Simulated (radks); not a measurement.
Task: Neutral silver, [Kr] 4d10 5s1. Calculated with a radial shooting solver on a logarithmic mesh with Libxc functionals: non-relativistic Kohn-Sham, PBE, spin-polarised, spherical densities, point nucleus. Every spin shell is full or empty, so the densities are truly spherical. Functionals are evaluated on that one density, not self-consistently. Rank these orbital-free kinetic functionals by their error against the exact value of the orbitals, and give that value: Thomas-Fermi, von Weizsacker, TF + vW, TF + vW/5, revAPBEK, Perdew 92, Thakkar, Pearson, PG1, DePristo-Kress.

Result: Exact: 5197.38 hartree. From best to worst, with 100 (|E| - |E exact|)/|E exact| (equal figures are ties): DePristo-Kress -0.08, revAPBEK +0.32, Thakkar -0.54, Perdew 92 -0.66, Pearson -0.93, TF + vW/5 +3.10, Thomas-Fermi -5.39, PG1 +15.45, TF + vW +37.02, von Weizsacker -57.59.
